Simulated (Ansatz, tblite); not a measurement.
Forces on Zr4O10H4 at its PBE-D4/def2-SVP geometry. The state is a singlet with charge 0.

In the def2 sets Zr takes a core potential; there is no spin–orbit coupling. The xTB rows come from tblite. The structure holds 4 bonds between oxygen atoms, so isomers without such links may lie far lower. Another isomer (singlet) lies 4.20 eV lower at PBE0-D4/def2-TZVP; other spin states weren't run for this one.

GFN1-xTB (tblite), largest force 3.09 eV/Å:

```xyz
18
positions Å, forces eV/Å
Zr   -0.474    1.938    0.566    0.399   -0.950   -0.035
Zr    1.851   -0.135   -0.936   -0.814   -0.077    0.055
Zr   -1.263   -1.228   -1.230    0.289    0.806    0.126
Zr    0.114   -0.999    2.047   -0.085    0.375   -0.710
O     1.563    1.882   -0.027   -2.026   -0.766   -1.812
O    -1.875    0.638   -1.822    0.236   -1.033    2.124
O    -1.193    0.743    2.177    2.763    0.573   -0.097
O     0.477   -0.789   -2.439    0.478   -1.719    2.307
O     0.792   -1.917   -1.488   -0.756    2.440   -1.313
O    -1.866    0.653   -0.346    0.596    0.112   -1.750
O     1.701   -0.799    0.904   -0.614    0.301   -0.239
O     0.657    1.639   -1.211    1.494    0.028    2.710
O     0.224    1.200    2.405   -2.306   -0.964   -1.070
O    -1.010   -1.776    0.700    0.337    0.548   -0.153
H    -2.536   -2.401   -1.928    0.382    0.281    0.093
H    -1.123    3.672    0.690    0.165   -0.405   -0.019
H     3.606   -0.159   -1.565   -0.456    0.008    0.146
H     0.355   -2.163    3.502   -0.083    0.443   -0.364
```

GFN2-xTB (tblite), largest force 0.88 eV/Å:

```
Zr -0.095 -0.380 -0.469
Zr -0.052 -0.439 0.393
Zr -0.155 0.030 0.525
Zr 0.130 -0.388 -0.783
O -0.292 -0.035 -0.038
O 0.347 -0.218 0.150
O 0.370 0.124 0.025
O 0.117 -0.247 0.340
O -0.056 0.420 -0.275
O 0.034 -0.041 0.383
O -0.601 0.444 -0.298
O 0.193 0.046 0.477
O -0.243 -0.101 -0.206
O 0.283 0.658 -0.151
H 0.130 0.039 -0.059
H 0.070 -0.096 0.025
H -0.142 -0.010 0.021
H -0.039 0.191 -0.061
```

PBE-D4/def2-TZVP (Ansatz), largest force 0.17 eV/Å:

```
Zr 0.115 -0.116 -0.007
Zr -0.159 0.047 0.011
Zr 0.104 0.075 0.031
Zr -0.030 0.094 -0.116
O -0.047 -0.002 -0.069
O -0.029 0.018 -0.019
O 0.070 0.008 0.005
O 0.029 -0.069 0.051
O -0.031 0.057 -0.045
O -0.029 -0.037 -0.007
O 0.033 -0.024 0.038
O 0.059 0.005 0.089
O -0.076 -0.014 -0.017
O -0.019 -0.033 0.049
H 0.005 -0.001 0.003
H -0.004 0.001 0.000
H 0.006 0.000 0.003
H 0.003 -0.006 0.000
```
